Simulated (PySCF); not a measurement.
## Atomic charges by several schemes

Compound: C5H16Si2.
Structure used (PBE0-D3(BJ)/def2-SVP), in Å, numbered top down from 1:
```
atom  x, y, z in Å
C1    -1.788   -0.981   -1.208
C2    -1.273    0.406   -0.840
C3    -0.063    0.443    0.127
Si4   -0.523   -0.388    1.780
Si5    0.291    2.283    0.461
C6     1.165   -0.241   -0.513
C7     2.450   -0.213    0.304
H8    -2.112   -1.547   -0.320
H9    -2.656   -0.903   -1.880
H10   -1.027   -1.583   -1.725
H11   -0.995    0.937   -1.770
H12   -2.105    0.985   -0.404
H13   -1.941   -0.054    2.124
H14    0.346    0.080    2.904
H15   -0.387   -1.876    1.689
H16    0.787    2.922   -0.800
H17    1.304    2.509    1.537
H18   -0.977    2.961    0.875
H19    0.915   -1.294   -0.730
H20    1.350    0.228   -1.497
H21    2.319   -0.681    1.293
H22    2.813    0.812    0.475
H23    3.251   -0.763   -0.213
```

Density: PBE0/pcSseg-1 (PySCF); schemes: Mulliken, IAO, Hirshfeld and ESP-fitted. Isolated species at its PBE0-D3(BJ)/def2-SVP geometry (one conformer only).

Q: Tabulate the Mulliken, IAO, Hirshfeld and ESP-fitted charges.

A: In e:

```tsv
atom	environment	Mulliken	IAO	Hirshfeld	ESP-fitted
C1	methyl carbon	-0.268	-0.406	-0.112	-0.286
C2	chain CH2 carbon	-0.196	-0.239	-0.064	-0.002
C3	sp3 carbon bound to silicon	-0.887	-0.472	-0.138	-0.041
Si4	SiH3 silicon	+0.434	+0.538	+0.287	+0.253
Si5	SiH3 silicon	+0.468	+0.554	+0.290	+0.219
C6	chain CH2 carbon	-0.188	-0.238	-0.066	+0.119
C7	methyl carbon	-0.282	-0.407	-0.112	-0.420
H8	methyl hydrogen	+0.132	+0.133	+0.037	+0.076
H9	methyl hydrogen	+0.122	+0.143	+0.044	+0.091
H10	methyl hydrogen	+0.121	+0.135	+0.039	+0.064
H11	methylene hydrogen	+0.128	+0.125	+0.034	+0.020
H12	methylene hydrogen	+0.135	+0.131	+0.035	+0.040
H13	Si–H hydrogen	-0.055	-0.108	-0.076	-0.083
H14	Si–H hydrogen	-0.055	-0.109	-0.077	-0.087
H15	Si–H hydrogen	-0.059	-0.110	-0.077	-0.083
H16	Si–H hydrogen	-0.065	-0.111	-0.078	-0.081
H17	Si–H hydrogen	-0.060	-0.111	-0.076	-0.070
H18	Si–H hydrogen	-0.065	-0.110	-0.077	-0.086
H19	methylene hydrogen	+0.132	+0.126	+0.034	+0.020
H20	methylene hydrogen	+0.120	+0.125	+0.034	+0.008
H21	methyl hydrogen	+0.132	+0.134	+0.038	+0.107
H22	methyl hydrogen	+0.132	+0.135	+0.037	+0.111
H23	methyl hydrogen	+0.123	+0.144	+0.045	+0.112
```

Mean size of the charges over all atoms: IAO 0.211 e, Mulliken 0.190 e, ESP-fitted 0.108 e, Hirshfeld 0.083 e. Each set sums to the total charge, 0, to within 0.001 e. The IAO scheme projects the occupied orbitals on a minimal set of polarised atomic orbitals and counts the electrons in each atom's part of it.

Lowest charge. The schemes don't all agree: Mulliken C3 (-0.887); IAO C3 (-0.472); Hirshfeld C3 (-0.138); ESP-fitted C7 (-0.420).

Highest charge. All schemes pick atoms of one kind: Mulliken Si5 (+0.468); IAO Si5 (+0.554); Hirshfeld Si5 (+0.290); ESP-fitted Si4 (+0.253).

Q: Sum the charges by element.

A: 
| element | atoms | Mulliken | IAO | Hirshfeld | ESP-fitted |
| --- | --- | --- | --- | --- | --- |
| C | 5 | -1.821 | -1.762 | -0.492 | -0.630 |
| Si | 2 | +0.902 | +1.092 | +0.577 | +0.472 |
| H | 16 | +0.918 | +0.670 | -0.086 | +0.159 |

Q: How closely do the schemes follow one another over all atoms?

A: Correlation coefficient and root-mean-square difference: IAO with Hirshfeld 0.95, 0.158 e; Mulliken with IAO 0.92, 0.103 e; Mulliken with Hirshfeld 0.83, 0.185 e; IAO with ESP-fitted 0.79, 0.167 e; Hirshfeld with ESP-fitted 0.77, 0.093 e; Mulliken with ESP-fitted 0.61, 0.211 e.

Q: How many electrons does the ESP-fitted scheme count on C3?

A: Z − q = 6 − (-0.041) = 6.041.
